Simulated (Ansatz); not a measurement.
Relaxation of CH$_{3}$NOTe (7 atoms, charge 0, multiplicity 1), to a largest force component of 0.015 eV/Å in at most 40 steps.

All numbers below come from RKS PBE-D4/def2-SVP in Ansatz 0.2.0.

```xyz
7
Properties=species:S:1:pos:R:3:forces:R:3
N 0.894 1.082 0.371 0.97 1.06 -1.20
C 0.249 0.203 0.967 -0.69 -0.38 2.15
O -0.391 -0.874 0.519 -0.04 -0.54 -2.02
Te -1.437 -2.070 1.770 -0.83 0.02 0.19
H 0.953 0.947 -0.643 -0.03 -0.09 -0.48
H 0.144 0.274 2.048 0.05 0.33 1.08
H -0.074 -2.819 2.309 0.57 -0.41 0.27
```

Q: Where does it end, and by what steps?

A: The forces met the threshold. After 9 steps the energy has fallen by 0.204 eV; H6 moved furthest, 0.20 Å.

```
step  energy less start (eV)  largest force component (eV/Å)  accepted
   0                  0.0000                           2.146       yes
   1                 -0.1543                           0.997       yes
   2                 -0.1522                           0.876        no
   3                 -0.1918                           0.207       yes
   4                 -0.1998                           0.163       yes
   5                 -0.2025                           0.072       yes
   6                 -0.2031                           0.071       yes
   7                 -0.2036                           0.020       yes
   8                 -0.2035                           0.022        no
   9                 -0.2036                           0.008       yes
```

```xyz
7
Properties=species:S:1:pos:R:3
N 0.915 1.092 0.328
C 0.232 0.286 1.034
O -0.363 -0.823 0.517
Te -1.419 -2.068 1.792
H 0.948 0.784 -0.661
H 0.085 0.454 2.124
H -0.059 -2.981 2.208
```

Whether the end is a true minimum wasn't checked by a vibrational analysis.

Time of the run: 22 s on 1 thread of Intel(R) Xeon(R) Processor @ 2.70GHz, with other jobs on the host, peak memory 0.15 GiB.
